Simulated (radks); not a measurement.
Values are calculated unless marked as measured or tabulated.
Effect of the nuclear size on neutral praseodymium, [Xe] 4f3 6s2. Level of theory: Dirac Kohn-Sham, LDA (Slater exchange, Perdew-Wang correlation), spin-unpolarised, spherical densities, finite nucleus; open shells are shared between the two j in proportion to 2j + 1; Fermi nuclear charge, rms radius 4.8919 fm (a radial shooting solver on a logarithmic mesh with Libxc functionals). The rms radius is varied about that value; shifts are against it.

rms radius (fm)  total energy shift (eV)  density at nucleus (e/bohr^3)  1s1/2 shift (meV)  2s1/2 shift (meV)  5s1/2 shift (meV)  5p1/2 shift (meV)  6s1/2 shift (meV)  4f7/2 shift (meV)
4.3783                             -2.30                      4.252e+05               -957               -118             -0.849              0.128             -0.044              0.190
4.4321                             -2.07                      4.241e+05               -860               -106             -0.763              0.115             -0.039              0.171
4.8919                                 0                      4.152e+05              0.000              0.000              0.000              0.000              0.000              0.000
5.3615                              2.28                      4.071e+05                947                117              0.840             -0.127              0.043             -0.188
5.4887                              2.93                      4.051e+05               1220                150               1.08             -0.163              0.056             -0.241

Slopes of the eigenvalues against <r^2> in GHz/fm^2, as finite differences over the two radii next to the reference (eigenvalue slopes, not the field-shift constants of lines): 1s1/2 48000, 2s1/2 5920, 5s1/2 42.6, 5p1/2 -6.43, 6s1/2 2.20, 4f7/2 -9.53.
